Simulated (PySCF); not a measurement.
Al(OH)(OMe)(SiH3) (CH7AlO2Si), SMILES C[O][Al]([OH])[SiH3]. Atoms are numbered in the order given.

```xyz
12

Al     0.2465    -0.1074     0.2024
O      1.5100    -0.7008     1.1812
H      2.0834    -1.4589     1.0415
O     -0.2036    -0.8341    -1.2636
C      0.0927    -1.8891    -2.1252
H      0.3730    -1.5107    -3.1254
H      0.9278    -2.5207    -1.7627
H     -0.7869    -2.5458    -2.2566
Si    -0.9428     1.8660     0.9621
H     -1.5420     1.6450     2.3148
H     -2.0468     2.2386     0.0266
H     -0.0201     3.0384     1.0716
```

Coordinates come from a B3LYP-D3(BJ)/def2-SVP optimisation. One conformer was computed; it need not be the lowest.

Calculation: PBE/pcSseg-1 run with PySCF.

GIAO shieldings, no solvent; atoms alike by connectivity are averaged. δ = σ(ref) − σ: ¹⁷O against H2O (σ = 334.3 ppm); ¹H against TMS (σ = 31.49 ppm); ¹³C against TMS (σ = 182.0 ppm); ²⁹Si against TMS (σ = 335.4 ppm), references at their B3LYP-D3(BJ)/def2-TZVP geometries, non-relativistic.

```
nucleus          atoms  count  δ (ppm)
-------  -------------  -----  -------
¹⁷O                 O4      1     65.2
¹⁷O                 O2      1     60.6
¹H          H6, H7, H8      3     4.42
¹H       H10, H11, H12      3     3.31
¹H                  H3      1     2.67
¹³C                 C5      1     58.5
²⁹Si               Si9      1   -142.7
```
